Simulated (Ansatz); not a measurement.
Reaction (redistribution): `[SiH3]OC[TeH]` + `[F][GeH3]` → `F[SiH3]` + `[GeH3][O]C[TeH]`

Gas-phase electronic energies from Ansatz, PBE0-D4/def2-TZVP geometries. CCSD(T)/CBS is the MP2 limit (def2-TZVPP, def2-QZVPP) plus CCSD(T) − MP2 in def2-TZVPP, frozen cores. This one scheme is used for every species. Functionals use def2-TZVPP. def2 core potentials past Kr. For Ge, Te outer-core shells are correlated without core-valence functions, which leaves a few kJ/mol of doubt a bond. Scalar relativity is left out up to krypton. Each species was taken in one conformer, which may not be the lowest.

```tsv
level	ΔE (kJ/mol)
ωB97X-V	-5.0
CCSD/CBS(def2)	-11.2
```

Task: What does CCSD(T)/CBS give? (Estimate.)

Result: The calculation gave: -10.8 kJ/mol. The listed levels differ from it by 5.8, -0.4 kJ/mol.

Largest T1 diagnostic among the species: 0.012.

The D4 term adds +3.2 kJ/mol with B3LYP and +1.7 kJ/mol with PBE0; it sums over pairs of atoms, weighted by their polarisabilities, and B3LYP, whose exchange is more repulsive, gets the larger term.

B3LYP here is the variant with VWN-RPA as its local correlation; programs differ in this.
